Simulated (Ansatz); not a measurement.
Cost and result up the ladder for Ge6N (7 atoms). The state is a doublet with charge 0. Geometry: PBE-D4/def2-SVP.

```xyz
7

N     0.617   -1.102    1.226
Ge   -1.170   -1.311    1.386
Ge    2.403   -0.935    1.116
Ge   -1.551   -0.081   -0.960
Ge    0.458    1.753   -1.134
Ge    1.056   -0.664   -1.062
Ge   -1.813    2.340   -0.570
```

Ansatz on 6 threads of Intel Xeon on a shared host. Times are rough, and most runs start from the orbitals of an earlier one. PBE0-D4/def2-TZVP serves as the yardstick here, not as an exact answer. Differences are given only for rows in sets of like size (and for xTB, whose basis is part of the method), since another set adds its own error. Binding counts from free atoms at the same level (N quartet, Ge triplet; other spins of the atoms weren't run), without zero-point energy or a counterpoise term.

Another isomer (doublet) lies 1.00 eV lower at PBE0-D4/def2-TZVP; other spin states weren't run for this one.

Run but left out: MP2/def2-SVP (⟨S²⟩ 1.27, where a pure state has 0.75).

```
                         level  functions  wall time  binding energy per atom (eV)  difference from PBE0-D4/def2-TZVP (eV)
               PBE-D4/def2-SVP        206      4.2 s                          3.19                                       –
PBE-D4/def2-TZVP (with forces)        319       13 s                          3.20                                    0.24
              PBE0-D4/def2-SVP        206       16 s                          2.94                                       –
           r2SCAN-D4/def2-TZVP        319       19 s                          3.02                                    0.06
          r2SCANh-D4/def2-TZVP        319       34 s                          2.94                                   -0.02
             PBE0-D4/def2-TZVP        319       38 s                          2.96                                    0.00
```
